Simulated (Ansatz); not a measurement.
Mg(I)(SMe) (CH3IMgS), SMILES C[S][Mg][I].

Geometry: PBE0-D3(BJ)/def2-SVP. The def2 effective core potentials stand for the cores of I; spin–orbit coupling is left out. Other conformers were not sampled.

Two levels are set side by side: PBE/def2-SVPD (Ansatz, a program for electronic structure) and PBE0/def2-SVPD (Ansatz). Energy differences of separate SCF runs at the same geometry; the states with an electron removed or added have multiplicity 2 and 2. Differences are taken from unrounded values.

| quantity | PBE0 |
|---|---|
| vertical ionisation energy (eV) | 8.77 |
| vertical electron affinity (eV) | 0.41 |
| vertical singlet–triplet gap (eV) | 3.88 |

Problem. What does PBE give, and how far is it from PBE0? (Estimate from the structure and the level; the computed values follow.)

Solution. 
```json
[
 {"quantity": "vertical ionisation energy (eV)", "PBE": "8.45", "PBE minus PBE0": "-0.32"},
 {"quantity": "vertical electron affinity (eV)", "PBE": "0.48", "PBE minus PBE0": "0.07"},
 {"quantity": "vertical singlet–triplet gap (eV)", "PBE": "3.52", "PBE minus PBE0": "-0.35"}
]
```
